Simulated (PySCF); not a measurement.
## Frontier orbitals and the lowest excitations

Compound: C4H2F5N.
Z-matrix (Å and degrees, GFN2-xTB geometry), rows numbered from 1:
```
F 
C   1  1.3287
F   2  1.3411  1  107.59
F   2  1.3279  1  107.91  3   115.52
C   2  1.5506  1  111.91  3  -121.37
F   5  1.3626  2  107.11  1  -173.61
F   5  1.3531  2  108.15  1   -60.40
C   5  1.5107  2  114.41  1    64.17
C   8  1.4579  5  121.19  2    33.42
N   9  1.2482  8   66.41  5  -104.22
H   8  1.0840  5  112.52  2  -171.13
H   9  1.0620  8  146.72 10   179.01
```

Method: TDDFT PBE0/def2-SVPD, vertical, gas phase, core orbitals frozen in the response in PySCF.

Kohn–Sham orbitals with the atoms that hold most of them (Löwdin shares over 4%, at most four atoms; ? is withheld):

```json
{"orbital": "HOMO-3", "ε (eV)": "-11.98", "atoms": "N10 34%, F6 16%, C9 14%, C8 12%"}
{"orbital": "HOMO-2", "ε (eV)": "-11.26", "atoms": "F6 16%, F7 15%, N10 12%, C5 10%"}
{"orbital": "HOMO-1", "ε (eV)": "-9.56", "atoms": "N10 27%, C9 17%, C8 16%, C5 11%"}
{"orbital": "HOMO", "ε (eV)": "?", "atoms": "?"}
{"orbital": "LUMO", "ε (eV)": "-1.53", "atoms": "?"}
{"orbital": "LUMO+1", "ε (eV)": "0.59", "atoms": "H12 26%, C9 21%, F6 11%, F3 8%"}
{"orbital": "LUMO+2", "ε (eV)": "1.04", "atoms": "C8 23%, H11 22%, C9 16%, F7 8%"}
```

Q: Which atoms hold the HOMO, and with what shares?

A: N10 (bonded to 2 C) 43%; C8 (bonded to 2 C, N and H) 28%; C9 (bonded to C, N and H) 19%. By element: carbon 47% or more, nitrogen 43%.

Q: Which atoms hold the LUMO, and with what shares?

A: C9 (bonded to C, N and H) 42%; N10 (bonded to 2 C) 38%; H12 (bonded to C) 8%; C8 (bonded to 2 C, N and H) 6%. By element: carbon 48% or more, nitrogen 38%, hydrogen 8% or more.

Q: What is the HOMO energy, and the HOMO–LUMO gap?

A: ε(HOMO) = -8.84 eV; the gap is 7.31 eV (0.2686 hartree).

Q: How does S1 compare with the orbital gap of 7.31 eV?

A: S1 is at 5.25 eV (f = 0.0003), 2.05 eV below the gap, made of HOMO→LUMO (99%). 

Q: One configuration dominates each of S1, S2 and S4. Which, and how do the shares of the two leading atoms of either orbital change from the occupied to the empty one?

A: 
- S1 (5.25 eV, f 0.0003), HOMO→LUMO (99%): N10 43% → 38%, C8 28% → 6%, C9 19% → 42%
- S2 (6.98 eV, f 0.024), HOMO-1→LUMO (95%): N10 27% → 38%, C9 17% → 42%
- S4 (8.28 eV, f 0.100), HOMO→LUMO+1 (94%): N10 43% → at most 9%, C8 28% → at most 9%, H12 at most 4% → 26%, C9 19% → 21%

The run took 53 s wall on one thread, Intel Xeon Platinum 8259CL at 2.50 GHz (x86_64), no GPU, on a shared host, and the process peaked at 0.89 GiB of memory.

One conformer stands for the species.
